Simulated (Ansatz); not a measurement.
Molecule: C$_{2}$H$_{10}$OSi$_{2}$, charge 0, multiplicity 1. SMILES: COC[SiH2][SiH3]
Geometry from a B3LYP-D3(BJ)/def2-TZVP (Ansatz, a first-principles code) optimisation:
```
C
H 1 1.0996
H 1 1.1002 2 106.83
O 1 1.4199 2 110.81 3 120.66
C 4 1.4125 1 113.15 2 -58.68
H 5 1.0891 4 107.39 1 -179.73
H 5 1.0972 6 109.23 4 120.69
H 5 1.0973 6 109.24 7 118.63
Si 1 1.8975 2 111.01 3 -119.79
H 9 1.4838 1 110.06 2 -49.64
H 9 1.4862 10 108.16 1 -117.83
Si 9 2.3430 10 110.70 11 -121.52
H 12 1.4812 9 111.12 10 -50.60
H 12 1.4846 13 108.84 9 120.75
H 12 1.4847 13 108.49 14 117.53
```
Charge 0, spin multiplicity 1.

Wanted: atomisation energy (electronic, to ground-state atoms), in kcal/mol. Cores are frozen in the correlated levels unless marked. UHF or UKS for open shells. No spin-orbit coupling. Non-relativistic unless marked X2C. The coupled-cluster limit lacks core correlation, which all-electron functionals hold. Basis-set limits of correlation are two-point, X^-3; Hartree-Fock from the larger set.

| level | program | atomisation energy (kcal/mol) | minus last row |
|---|---|---|---|
| HF/6-31G* | Ansatz | 894.3 | -322.4 |
| HF/cc-pV(D+d)Z | Ansatz | 887.6 | -329.1 |
| B3LYP/def2-TZVPD | Ansatz | 1203.5 | -13.2 |
| PBE0/def2-QZVPP | Ansatz | 1205.1 | -11.6 |
| BHLYP-D4/def2-TZVPD | Ansatz + dftd4 | 1190.5 | -26.2 |
| BHLYP/def2-TZVPD | Ansatz | 1181.6 | -35.1 |
| r2SCAN0-D4/def2-TZVPD | Ansatz + dftd4 | 1202.3 | -14.4 |
| HSE06-D3(BJ)/def2-TZVPD | Ansatz + dftd3 | 1210.1 | -6.6 |
| HSE06-D4/def2-TZVPD | Ansatz + dftd4 | 1210.6 | -6.1 |
| wB97X-V/def2-TZVPD | Ansatz | 1221.8 | 5.1 |
| PBE-QIDH/def2-TZVPD | Ansatz | 1197.6 | -19.1 |
| MP2/6-31G | Ansatz | 986.4 | -230.3 |
| MP2/aug-cc-pV(D+d)Z | Ansatz | 1141.2 | -75.5 |
| MP2/cc-pV(T+d)Z | Ansatz | 1188.0 | -28.7 |
| MP2/cc-pV(Q+d)Z | Ansatz | 1207.3 | -9.4 |
| CCSD/STO-3G | Ansatz | 1333.8 | 117.1 |
| CCSD/6-31G* | Ansatz | 1081.2 | -135.5 |
| CCSD/cc-pV(Q+d)Z | Ansatz | 1190.0 | -26.7 |
| CCSD(T)/cc-pV(Q+d)Z | Ansatz | 1204.7 | -12.0 |
| X2C-CCSD(T)/cc-pVTZ-DK | Ansatz | 1181.3 | -35.4 |
| CCSD(T)/CBS(cc-pV(T+d)Z,cc-pV(Q+d)Z) | Ansatz | 1216.7 | 0.0 |
